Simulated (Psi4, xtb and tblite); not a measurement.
Conformational energy of SMILES CO[SiH2][SiH2]c1ccco1, singlet. Scanned: dihedral C1–O2–Si3–Si4; all other coordinates were relaxed at GFN2-xTB. Points at φ and −φ are mirror images.

Geometry of the scan point at 0° (Å):
```
19

C      4.2708     0.2729    -0.1214
O      2.9560    -0.1564     0.0022
Si     1.6228     0.4795     0.6796
Si     2.0608     2.5388     1.6261
C      0.4519     3.2098     2.3095
C      0.0532     4.4320     2.7770
C     -1.2997     4.3041     3.1619
C     -1.6348     3.0099     2.9023
O     -0.5915     2.3442     2.3907
H      4.5335     0.3256    -1.1813
H      4.4194     1.2580     0.3304
H      4.9321    -0.4456     0.3702
H      0.6545     0.5266    -0.4221
H      1.1974    -0.5398     1.6447
H      2.5858     3.5798     0.7205
H      3.0349     2.5337     2.7372
H      0.6606     5.3120     2.8348
H     -1.9338     5.0637     3.5719
H     -2.5503     2.4670     3.0344
```

Methods: GFN2-xTB (xtb and tblite); PBE/def2-SVP // GFN2-xTB (Psi4); PBE-D3(BJ)/def2-SVP // GFN2-xTB (Psi4).

Least-squares fit of E(φ) = a0 + Σ (a_n cos nφ + b_n sin nφ), n = 1 to 4, to the 18 scan points, in kcal/mol above the lowest point of each profile (levels whose profile four harmonics don't fit are not listed):

| method | a0 | a1 | b1 | a2 | b2 | a3 | b3 | a4 | b4 | rms of fit |
|---|---|---|---|---|---|---|---|---|---|---|
| GFN2-xTB | 1.62 | 0.45 | 0.00 | -0.42 | 0.00 | 0.79 | 0.00 | 0.02 | 0.00 | 0.02 |
| PBE/def2-SVP | 0.51 | 0.12 | 0.00 | -0.03 | 0.00 | 0.36 | 0.00 | -0.03 | 0.00 | 0.02 |
| PBE-D3(BJ)/def2-SVP | 0.45 | 0.00 | 0.00 | -0.09 | 0.00 | 0.39 | 0.00 | -0.02 | 0.00 | 0.02 |
